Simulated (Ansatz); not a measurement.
Reaction (hydrogenolysis of a C–Si bond): `F[SiH2]C(F)Cl` + H₂ → `FCCl` + `F[SiH3]`

Isolated molecules relaxed with PBE0-D4/def2-TZVP in Ansatz; ΔE leaves out vibrations. CBS: MP2 limit from def2 TZ/QZ plus the TZ coupled-cluster correction, frozen cores. This one scheme is used for every species. Functionals use def2-TZVPP. HSE06 is defined as in plane-wave codes. One conformer a species, not always the lowest.

`F[SiH2]C(F)Cl`:

```xyz
8

F     1.329    0.111   -1.591
Si   -0.051   -0.301   -0.908
C     0.059    0.148    0.935
F    -1.091   -0.264    1.559
Cl    0.230    1.907    1.104
H    -0.221   -1.766   -1.041
H    -1.162    0.458   -1.520
H     0.907   -0.293    1.463
```

H₂:

Cartesian coordinates in Å:
```
H -0.250 0.244 -0.131
H 0.250 -0.244 0.131
```

`FCCl`:

```xyz
5

F     1.100   -0.764    0.222
C    -0.041   -0.100   -0.081
Cl   -0.096    1.451    0.761
H    -0.897   -0.688    0.249
H    -0.066    0.101   -1.151
```

`F[SiH3]`:

Z-matrix (Å, degrees):
```
Si
F 1 1.600
H 1 1.482 2 108.3
H 1 1.482 2 108.3 3 -120.0
H 1 1.482 2 108.3 3 120.0
```

```
          level  ΔE (kcal/mol)  difference from CCSD(T)/CBS
         PBE-D4           -7.8                          1.5
      revPBE-D4           -6.8                          2.5
       HSE06-D4           -9.5                         -0.2
   CAM-B3LYP-D4          -10.2                         -0.9
        r2SCANh           -9.3                          0.0
        LC-ωPBE          -11.0                         -1.7
  CCSD/def2-SVP          -13.0                         -3.7
CCSD/def2-TZVPP          -11.6                         -2.3
   HF/CBS(def2)          -16.9                         -7.6
  MP2/CBS(def2)           -8.5                          0.8
    CCSD(T)/CBS           -9.3                            0
```

Largest T1 diagnostic among the species: 0.011.

The D4 term adds +2.6 kcal/mol with B3LYP and +1.4 kcal/mol with PBE0; it sums over pairs of atoms, weighted by their polarisabilities, and B3LYP, whose exchange is more repulsive, gets the larger term. From PBE to PBE0 (25 % exact exchange), in def2-TZVPP and without D4, ΔE moves by −1.6 kcal/mol.

B3LYP here is the variant with VWN-RPA as its local correlation; programs differ in this.
